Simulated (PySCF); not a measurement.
H3O3Ti, SMILES [OH][Ti]([OH])[OH] (connectivity only; charge and spin as stated), neutral, multiplicity 2.

Coordinates come from a B3LYP-D3(BJ)/def2-SVP optimisation. The spin state was assumed, not searched. The isomer is the one that the SMILES or the coordinates give; other isomers of the formula were not compared. The values are those of a single conformer.

Two levels are set side by side: PBE/def2-TZVPD (PySCF) and CAM-B3LYP/def2-TZVPD (PySCF). Same geometry, gas phase. Differences are taken from unrounded values.

| quantity | PBE |
|---|---|
| α-spin orbital gap (eV) | 1.68 |
| β-spin orbital gap (eV) | 5.16 |
| mean polarisability (bohr³) | 58.2 |

These are the PBE values. What does CAM-B3LYP give? (An estimate is asked for; the answer gives what the named calculation found.)


| quantity | CAM-B3LYP | PBE minus CAM-B3LYP |
|---|---|---|
| α-spin orbital gap (eV) | 7.43 | -5.74 |
| β-spin orbital gap (eV) | 9.99 | -4.83 |
| mean polarisability (bohr³) | 48.5 | 9.7 |

PBE's more diffuse valence density responds more strongly to a field. Differences between two approximate levels are no errors against the true value.

Rough cost on one machine, each run with all the roots and properties that it gave: CAM-B3LYP against PBE within a factor of 2.
